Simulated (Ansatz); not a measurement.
`C[S][Mg][F]` + HBr → `[F][Mg][Br]` + CH₃SH at 500 K and 1 bar (ligand exchange at a Mg–S bond).

Calculated with Ansatz (gas phase, PBE0-D4/def2-TZVP geometries, no zero-point term in ΔE). CCSD(T)/CBS adds triple-zeta CCSD(T) − MP2 to the extrapolated MP2 energy (def2 sets, frozen cores). This one scheme is used for every species. For Br, Mg outer-core shells are correlated without core-valence functions, which leaves a few kJ/mol of doubt a bond. Scalar relativity is left out up to krypton. One conformer a species, not always the lowest.

```tsv
species	CCSD(T)/CBS energy (Eh)	H − E (kJ/mol)	S (J/(mol·K))
`C[S][Mg][F]`	-737.42523	145.0	384.8
HBr	-2573.91920	30.5	213.7
`[F][Mg][Br]`	-2873.15166	33.2	306.4
CH₃SH	-438.22835	145.1	283.7
```

H − E and S are ideal-gas, rigid-rotor, harmonic terms from PBE0-D4/def2-TZVP, for one conformer and one mirror image of each species. 1 Eh = 2625.50 kJ/mol, R = 8.31446 J/(mol·K).

**Question.** By hand: ΔE, ΔH, ΔS and ΔG.

**Answer.** ΔE = (-2873.15166) + (-438.22835) − (-737.42523) − (-2573.91920) = -0.03558 Eh = -93.4 kJ/mol. Δ(H − E) = 33.2 + 145.1 − 145.0 − 30.5 = 2.8, so ΔH = -90.6 kJ/mol. ΔS = 306.4 + 283.7 − 384.8 − 213.7 = -8.4 J/(mol·K). ΔG = -90.6 − 500 × (-8.4)/1000 = -86.4 kJ/mol.

**Question.** By hand: the equilibrium constant, and the temperature at which ΔG would vanish if ΔH and ΔS stayed fixed.

**Answer.** log₁₀ K = −ΔG/(RT ln 10) = 9.0. ΔG = 0 at ΔH/ΔS = 10786 K, far beyond where these terms or the molecules hold.

The number of gas molecules stays the same, so ΔS is small and ΔH decides. A doubt of 5 kJ/mol in ΔE shifts log₁₀ K by 0.5 here. Other conformers and mirror images would add mixing entropy, several J/(mol·K) or more a flexible species. These are equilibria of isolated gas molecules and say nothing of rates. Largest T1 diagnostic: 0.011 (customary marks: 0.02 for closed shells, 0.045 for open ones).
